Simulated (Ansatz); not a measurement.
Basis-set extrapolation for `[SiH3]C1=NCO1` (PBE0-D4/def2-TZVP geometry, frozen core, the Gaussian-basis code of Ansatz). Multiplicity 1, RHF reference.

```tsv
	def2-TZVPP	def2-QZVPP
HF	-496.915960	-496.934319
MP2 correlation	-0.873248	-0.935088
CCSD(T) correlation	-0.945460	not run
```

Energies in hartree. Use E(X) = E(∞) + A·exp(−7.88·√X) for Hartree–Fock and E(X) = E(∞) + B·X^(−2.97) for correlation, with X = 3 and 4, and add CCSD(T) minus MP2 of the smaller set to the MP2 limit.

**Question.** What is the CCSD(T) energy at the basis-set limit?

**Answer.** HF limit: -496.934319 + (-0.018359) × 0.13774 = -496.93685. MP2 limit: -0.935088 + (-0.061840) × 0.74074 = -0.98090. Higher-order term: -0.945460 − (-0.873248) = -0.07221. Total: -497.98996 hartree, 3.50 eV below CCSD(T)/def2-TZVPP.
